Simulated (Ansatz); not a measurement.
BeN2H4⁺, that is Be(NH2)2 with one electron fewer. The state is a doublet with charge 1. Geometry r2SCAN-D4/def2-TZVP, that of the neutral singlet; atoms count from 1.

```xyz
7

Be    0.001    0.000    0.000
N     0.765    1.209   -0.488
H     0.841    1.500   -1.449
H     1.276    1.849    0.098
N    -0.764   -1.209    0.488
H    -0.384   -2.136    0.589
H    -1.734   -1.212    0.762
```

(1) Estimate the Mulliken populations from the PBE0/def2-TZVP orbitals of Ansatz.

(2) Where does the spin sit?

(3) And the Mayer bond orders between bonded heavy atoms (over 0.3)?

Answers

(1) 
| atom | charge (e) | spin (α − β) |
| --- | --- | --- |
| Be1 | 0.44 | -0.03 |
| N2 | -0.30 | 0.55 |
| H3 | 0.29 | -0.02 |
| H4 | 0.29 | -0.02 |
| N5 | -0.30 | 0.55 |
| H6 | 0.29 | -0.02 |
| H7 | 0.29 | -0.02 |
Mulliken values and Mayer orders depend strongly on the basis.

(2) Summed by element: Be -0.03, N 1.09, H -0.06, of 1 unpaired in all. Largest on single atoms: N5 0.55, N2 0.55, Be1 -0.03.

(3) Be1–N2 1.12 (1.51 Å); Be1–N5 1.12 (1.51 Å). Values over 0.3 also appear between atoms too far apart for a bond (N2–N5 0.46 at 3.02 Å); they arise where an orbital or an unpaired electron spreads over both atoms.
